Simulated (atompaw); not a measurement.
**Scattering properties, PAW (atompaw) potential for N (Z = 7)**

N (Z = 7), PAW, made with atompaw 4.2.0.5 (PBE, scalar-relativistic). Core [He], reference 2s2 2p3. Waves: 2s (bound): rc 0.80 bohr; 2s channel at -0.75 Ry: rc 0.80 bohr; 2p (bound): rc 1.25 bohr; 2p channel at -0.15 Ry: rc 1.25 bohr. Local part: bessel scheme, radius 1.20 bohr. Core correction: smooth core density matched at 0.75 bohr. Augmentation charge: sinc compensation charge, radius 0.95 bohr; PAW radius 1.25 bohr; waves and projectors: custom rrkj vanderbiltortho.

The phase is arctan(r·u′/u) with u = r·R(r), unwrapped; energies in Ry, scanned from -3 to 5 Ry. A pole is an energy at which the radial function vanishes at the test radius. The pseudo phase is shifted by a multiple of π to meet the all-electron one at the reference energy, and phase errors are pseudo minus all-electron; the curves can meet again beyond the range given. Levels narrower than the energy grid can be missing from the lists of poles.

Question: For each channel, where are the poles, and over which energies does the pseudopotential scatter like the atom?

Answer:

```csv
channel,radius (bohr),reference energy (Ry),"poles, all-electron","poles, pseudo",unbroken range about the reference energy with phases within 0.05 rad,phase error 1 Ry above the reference energy (rad)
s,1.25,-1.37,3.69,3.69,the whole range,+0.000
p,1.25,-0.52,3.16,3.17,the whole range,+0.000
```

Phases in the s channel:

```json
{"E (Ry)": "-3.00", "all-electron": "0.593", "pseudo": "0.593"}
{"E (Ry)": "-2.76", "all-electron": "0.485", "pseudo": "0.485"}
{"E (Ry)": "-2.52", "all-electron": "0.355", "pseudo": "0.355"}
{"E (Ry)": "-2.28", "all-electron": "0.203", "pseudo": "0.203"}
{"E (Ry)": "-2.04", "all-electron": "0.031", "pseudo": "0.031"}
{"E (Ry)": "-1.80", "all-electron": "-0.155", "pseudo": "-0.155"}
{"E (Ry)": "-1.56", "all-electron": "-0.343", "pseudo": "-0.343"}
{"E (Ry)": "-1.32", "all-electron": "-0.521", "pseudo": "-0.521"}
{"E (Ry)": "-1.08", "all-electron": "-0.679", "pseudo": "-0.679"}
{"E (Ry)": "-0.84", "all-electron": "-0.815", "pseudo": "-0.815"}
{"E (Ry)": "-0.60", "all-electron": "-0.929", "pseudo": "-0.929"}
{"E (Ry)": "-0.36", "all-electron": "-1.024", "pseudo": "-1.024"}
{"E (Ry)": "-0.12", "all-electron": "-1.103", "pseudo": "-1.103"}
{"E (Ry)": "0.12", "all-electron": "-1.170", "pseudo": "-1.170"}
{"E (Ry)": "0.36", "all-electron": "-1.226", "pseudo": "-1.226"}
{"E (Ry)": "0.60", "all-electron": "-1.274", "pseudo": "-1.274"}
{"E (Ry)": "0.84", "all-electron": "-1.315", "pseudo": "-1.315"}
{"E (Ry)": "1.08", "all-electron": "-1.351", "pseudo": "-1.351"}
{"E (Ry)": "1.32", "all-electron": "-1.383", "pseudo": "-1.383"}
{"E (Ry)": "1.56", "all-electron": "-1.411", "pseudo": "-1.411"}
{"E (Ry)": "1.80", "all-electron": "-1.436", "pseudo": "-1.436"}
{"E (Ry)": "2.04", "all-electron": "-1.458", "pseudo": "-1.458"}
{"E (Ry)": "2.28", "all-electron": "-1.479", "pseudo": "-1.479"}
{"E (Ry)": "2.52", "all-electron": "-1.497", "pseudo": "-1.497"}
{"E (Ry)": "2.76", "all-electron": "-1.514", "pseudo": "-1.514"}
{"E (Ry)": "3.00", "all-electron": "-1.530", "pseudo": "-1.530"}
{"E (Ry)": "3.24", "all-electron": "-1.545", "pseudo": "-1.545"}
{"E (Ry)": "3.48", "all-electron": "-1.559", "pseudo": "-1.559"}
{"E (Ry)": "3.72", "all-electron": "-1.572", "pseudo": "-1.572"}
{"E (Ry)": "3.96", "all-electron": "-1.585", "pseudo": "-1.585"}
{"E (Ry)": "4.20", "all-electron": "-1.596", "pseudo": "-1.596"}
{"E (Ry)": "4.44", "all-electron": "-1.608", "pseudo": "-1.608"}
{"E (Ry)": "4.68", "all-electron": "-1.619", "pseudo": "-1.618"}
{"E (Ry)": "4.92", "all-electron": "-1.629", "pseudo": "-1.629"}
```
